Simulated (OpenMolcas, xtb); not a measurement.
# How methods differ on SnGeH6 (SMILES [GeH3][SnH3])

SnGeH6: 8 atoms, total charge 0, spin state singlet. As SMILES, `[GeH3][SnH3]`. Geometry: relaxed at PBE0-D4/def2-TZVP.

Each level gives the HOMO–LUMO gap (eV). The values are calculated.

| level | kind | program | value (eV) | CPU time |
| --- | --- | --- | --- | --- |
| GFN0-xTB | semi-empirical | xtb | 6.66 | under 2 s |
| HF/def2-SVP (core potential) | Hartree–Fock | OpenMolcas | 13.56 | 7 s |
| SVWN5/def2-SVP (core potential) | LDA | OpenMolcas | 6.00 | 16 s |
| BLYP/def2-SVP (core potential) | GGA | OpenMolcas | 6.00 | 21 s |
| PBE/def2-SVP (core potential) | GGA | OpenMolcas | 6.13 | 21 s |
| r2SCAN/def2-SVP (core potential) | meta-GGA | OpenMolcas | 6.71 | 28 s |
| M06-2X/def2-SVP (core potential) | hybrid meta-GGA | OpenMolcas | 9.91 | 24 s |
| B2PLYP/def2-SVP (core potential) | double hybrid | OpenMolcas | 10.05 | 13 s |

The values span 6.00 to 13.56 eV. Orbital gaps aren't excitation energies, and those of double hybrids come from the SCF part alone; they tend to grow with the share of exact exchange. Times are those of the runs behind each value, whatever else they computed, on shared processors of several kinds: orders of magnitude only.
